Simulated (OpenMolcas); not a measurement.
**Be: effect of the IPEA shift**

- Program: OpenMolcas
- Basis: ANO-RCC-VTZP [4s3p2d1f]
- Scalar Hamiltonian: DKH2, point nucleus
- Active space: 2 electrons in 4 orbitals (2s 2p)
- State averaging: 2S+1 = 3 even, 3 roots; 2S+1 = 1 even, 6 roots; 2S+1 = 3 odd, 3 roots; 2S+1 = 1 odd, 3 roots
- Spin-orbit coupling: RASSI with atomic mean-field integrals over the reference wave functions, term energies averaged over their components

Methods on the same reference wave functions:
A. CASSCF
B. SS-CASPT2, IPEA 0 Eh, imaginary shift 0.1 Eh (closed shells correlated: 1s)
C. SS-CASPT2, IPEA 0.25 Eh, imaginary shift 0.1 Eh (closed shells correlated: 1s)

Energies in cm⁻¹ above 2s² ¹S₀, the measured ground level; measured values from NIST Handbook of Basic Atomic Spectroscopic Data.

| Level | A | B | C | Measured |
| --- | --- | --- | --- | --- |
| 2s² ¹S₀ | 0.0 | 0.0 | 0.0 | 0.0 |
| 2s 2p ³P°₀ | 21948 | 21909 | 22005 | 21978 |
| 2s 2p ³P°₁ | 21949 | 21910 | 22006 | 21979 |
| 2s 2p ³P°₂ | 21951 | 21912 | 22008 | 21981 |
| 2s 2p ¹P°₁ | 49147 | 45183 | 45865 | 42565 |
| 2p² ³P₀ | 60491 | 60020 | 60256 | 59694 |
| 2p² ³P₁ | 60492 | 60021 | 60256 | 59695 |
| 2p² ³P₂ | 60494 | 60023 | 60258 | 59697 |
| 2p² ¹D₂ | 67976 | 62029 | 63021 | 56882 |

Deviations, from unrounded energies. A percentage is the sum of absolute deviations over the sum of measured energies, with the sign that they share, or ± where signs differ.

```
           Against measurement  Levels     A     B     C
mean absolute deviation (cm-1)       8  2500  1100  1400
      other configurations (%)       8  ±5.9  ±2.6  +3.3
```

B lies closest to measurement on these levels and A furthest from it. The largest miss of B in the table is 2p² ¹D₂, by +5100 cm-1. The ranking rests on the paired levels alone, and a cruder setting can come out closer through cancelling errors.

Between B and C the level of the table that moves most is 2p² ¹D₂, by 990 cm-1 (lowest in B, highest in C).

The lowest spin-free term lies below A's lowest term by 0.041 hartree in B, 0.041 hartree in C.

Without dynamic correlation excited terms often stand tens of per cent too high (terms of higher spin than the ground term too low), and those without a measured partner can miss by more than the paired ones (holds for A). Measured partners are found by configuration, term and J. A level has none where our copy of the source lacks it or the pairing is in doubt (some pairs that miss far off the trend of their configuration count as doubtful), and it then counts in no deviation. Only configurations of the active space appear.

° marks odd parity.
